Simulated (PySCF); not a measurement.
C5H13Ga, singlet, geometry from GFN2-xTB (such geometries of metal compounds can be far from the true shape); DF-PBE/def2-TZVPP in PySCF.

The PySCF input:
```python
from pyscf import gto, scf, dft

mol = gto.M(
    atom='''
Ga    0.20558616   -0.04366534    0.79969430
C     0.13714721   -1.22325917    2.47655561
H    -0.45799492   -2.12675889    2.31793962
H    -0.29571751   -0.67711091    3.31971412
H     1.14287847   -1.53246873    2.77643107
C     1.14053250    1.77732574    0.89423858
H     1.86001120    1.90768576    0.08136589
H     1.67621248    1.88761854    1.84121179
H     0.42090796    2.59788940    0.82297247
C    -0.67017383   -0.66505079   -0.96320012
C    -0.37558655    0.31380831   -2.10365716
C    -1.05753376   -0.09648208   -3.40550722
H    -1.75643103   -0.75624821   -0.82907885
H    -0.31338107   -1.66796880   -1.23227948
H    -0.71476494    1.31691129   -1.82041741
H     0.70667243    0.36899670   -2.26628856
H    -0.71925075   -1.08278128   -3.71791845
H    -0.83110170    0.61199456   -4.20007370
H    -2.13752534   -0.13218610   -3.27468020
''',
    basis='def2-tzvpp',
    verbose=4,
    max_memory=1800,
)

mf = dft.RKS(mol)
mf.xc = 'pbe'
mf = mf.density_fit(auxbasis='def2-universal-jkfit')
mf.kernel()
```

What the program printed (banner, timings and long lists left out):

```
PySCF version 2.14.0

[INPUT] verbose = 4
[INPUT] num. atoms = 19
[INPUT] num. electrons = 74
[INPUT] charge = 0
[INPUT] spin (= nelec alpha-beta = 2S) = 0
[INPUT] symmetry False subgroup None
[INPUT] Mole.unit = angstrom
[INPUT] Symbol           X                Y                Z      unit          X                Y                Z       unit  Magmom
[INPUT]  1 Ga     0.205586160000  -0.043665340000   0.799694300000 AA    0.388501537401  -0.082515533736   1.511203210376 Bohr   0.0
[INPUT]  2 C      0.137147210000  -1.223259170000   2.476555610000 AA    0.259170665648  -2.311624810663   4.680011835155 Bohr   0.0
[INPUT]  3 H     -0.457994920000  -2.126758890000   2.317939620000 AA   -0.865484965242  -4.018991835084   4.380271055078 Bohr   0.0
[INPUT]  4 H     -0.295717510000  -0.677110910000   3.319714120000 AA   -0.558825104138  -1.279554175855   6.273350498652 Bohr   0.0
[INPUT]  5 H      1.142878470000  -1.532468730000   2.776431070000 AA    2.159727301962  -2.895946194160   5.246694326033 Bohr   0.0
[INPUT]  6 C      1.140532500000   1.777325740000   0.894238580000 AA    2.155294061166   3.358658882740   1.689866006220 Bohr   0.0
[INPUT]  7 H      1.860011200000   1.907685760000   0.081365890000 AA    3.514911756624   3.605003618133   0.153759247981 Bohr   0.0
[INPUT]  8 H      1.676212480000   1.887618540000   1.841211790000 AA    3.167582513778   3.567082068251   3.479386020420 Bohr   0.0
[INPUT]  9 H      0.420907960000   2.597889400000   0.822972470000 AA    0.795400768049   4.909299467911   1.555192576357 Bohr   0.0
[INPUT] 10 C     -0.670173830000  -0.665050790000  -0.963200120000 AA   -1.266444994551  -1.256763852026  -1.820184429948 Bohr   0.0
[INPUT] 11 C     -0.375586550000   0.313808310000  -2.103657160000 AA   -0.709755715570   0.593011761513  -3.975335892380 Bohr   0.0
[INPUT] 12 C     -1.057533760000  -0.096482080000  -3.405507220000 AA   -1.998449173882  -0.182324707128  -6.435475961029 Bohr   0.0
[INPUT] 13 H     -1.756431030000  -0.756248210000  -0.829078850000 AA   -3.319173603388  -1.429101999093  -1.566731962169 Bohr   0.0
[INPUT] 14 H     -0.313381070000  -1.667968800000  -1.232279480000 AA   -0.592204394923  -3.152004216319  -2.328670726121 Bohr   0.0
[INPUT] 15 H     -0.714764940000   1.316911290000  -1.820417410000 AA   -1.350709980041   2.488601668448  -3.440090337290 Bohr   0.0
[INPUT] 16 H      0.706672430000   0.368996700000  -2.266288560000 AA    1.335417352481   0.697302703868  -4.282664697635 Bohr   0.0
[INPUT] 17 H     -0.719250750000  -1.082781280000  -3.717918450000 AA   -1.359186932388  -2.046160072006  -7.025847623967 Bohr   0.0
[INPUT] 18 H     -0.831101700000   0.611994560000  -4.200073700000 AA   -1.570554594660   1.156502108124  -7.936988995989 Bohr   0.0
[INPUT] 19 H     -2.137525340000  -0.132186100000  -3.274680200000 AA   -4.039337476918  -0.249795526474  -6.188248723536 Bohr   0.0

nuclear repulsion = 428.364346542605
number of shells = 149
number of NR pGTOs = 538
number of NR cGTOs = 385
basis = def2-tzvpp
ecp = {}

******** <class 'pyscf.df.df_jk.DFRKS'> ********
method = DFRKS
initial guess = minao
damping factor = 0
level_shift factor = 0
DIIS = <class 'pyscf.scf.diis.CDIIS'>
diis_start_cycle = 1
diis_space = 8
diis_damp = 0
SCF conv_tol = 1e-09
SCF conv_tol_grad = None
SCF max_cycles = 50
direct_scf = False
XC library pyscf.dft.libxc version 7.1.2
    S. Lehtola, C. Steigemann, M. J. T. Oliveira, and M. A. L. Marques,  SoftwareX 7, 1–5 (2018)
XC functionals = pbe
    J. P. Perdew, K. Burke, and M. Ernzerhof,  Phys. Rev. Lett. 77, 3865 (1996)
    J. P. Perdew, K. Burke, and M. Ernzerhof,  Phys. Rev. Lett. 78, 1396 (1997)
    J. P. Perdew, K. Burke, and M. Ernzerhof,  Phys. Rev. Lett. 77, 3865 (1996)
    J. P. Perdew, K. Burke, and M. Ernzerhof,  Phys. Rev. Lett. 78, 1396 (1997)
radial grids:
    Treutler-Ahlrichs [JCP 102, 346 (1995); DOI:10.1063/1.469408] (M4) radial grids

becke partition: Becke, JCP 88, 2547 (1988); DOI:10.1063/1.454033
pruning grids: <function nwchem_prune>
grids dens level: 3
symmetrized grids: False
atomic radii adjust function: <function treutler_atomic_radii_adjust>
small_rho_cutoff = 0
Set gradient conv threshold to 3.16228e-05
Initial guess from minao.
tot grids = 219000
init E= -2121.96336189836
  HOMO = -0.302359948866928  LUMO = -0.0792181406931749  gap/eV = 6.07200
cycle= 1 E= -2122.42212266655  delta_E= -0.459  |g|= 1.32  |ddm|= 3.14
  HOMO = -0.126525624022687  LUMO = -0.0596382511842393  gap/eV = 1.82010
cycle= 2 E= -2121.8914938671  delta_E= 0.531  |g|= 2.18  |ddm|= 2.52
  HOMO = -0.21129808515872  LUMO = -0.0506881507939525  gap/eV = 4.37042
cycle= 3 E= -2122.70067140296  delta_E= -0.809  |g|= 0.0967  |ddm|= 1.79
  HOMO = -0.212933427716654  LUMO = -0.0596563707223474  gap/eV = 4.17088
cycle= 4 E= -2122.70113302512  delta_E= -0.000462  |g|= 0.0862  |ddm|= 0.162
  HOMO = -0.214305333474667  LUMO = -0.05738228869523  gap/eV = 4.27009
cycle= 5 E= -2122.70302554191  delta_E= -0.00189  |g|= 0.0216  |ddm|= 0.0837
  HOMO = -0.212355767141216  LUMO = -0.056102631517021  gap/eV = 4.25186
cycle= 6 E= -2122.70315387649  delta_E= -0.000128  |g|= 0.00462  |ddm|= 0.0246
  HOMO = -0.212815369518117  LUMO = -0.0563309295101213  gap/eV = 4.25816
cycle= 7 E= -2122.70315853866  delta_E= -4.66e-06  |g|= 0.00128  |ddm|= 0.00424
  HOMO = -0.212772716242318  LUMO = -0.0563767594872999  gap/eV = 4.25575
cycle= 8 E= -2122.70315891395  delta_E= -3.75e-07  |g|= 0.00031  |ddm|= 0.00143
  HOMO = -0.212770034547731  LUMO = -0.0563572835029937  gap/eV = 4.25621
cycle= 9 E= -2122.70315893985  delta_E= -2.59e-08  |g|= 0.000111  |ddm|= 0.000386
  HOMO = -0.21276997263675  LUMO = -0.0563576691360872  gap/eV = 4.25620
cycle= 10 E= -2122.70315894275  delta_E= -2.9e-09  |g|= 2.19e-05  |ddm|= 9.44e-05
  HOMO = -0.212770106617706  LUMO = -0.0563579851474962  gap/eV = 4.25619
cycle= 11 E= -2122.70315894284  delta_E= -9.28e-11  |g|= 1.05e-05  |ddm|= 2.51e-05
  HOMO = -0.212769666465251  LUMO = -0.0563580050430623  gap/eV = 4.25618
Extra cycle  E= -2122.70315894278  delta_E= 6.55e-11  |g|= 1.89e-05  |ddm|= 2.26e-05
converged SCF energy = -2122.70315894278
```
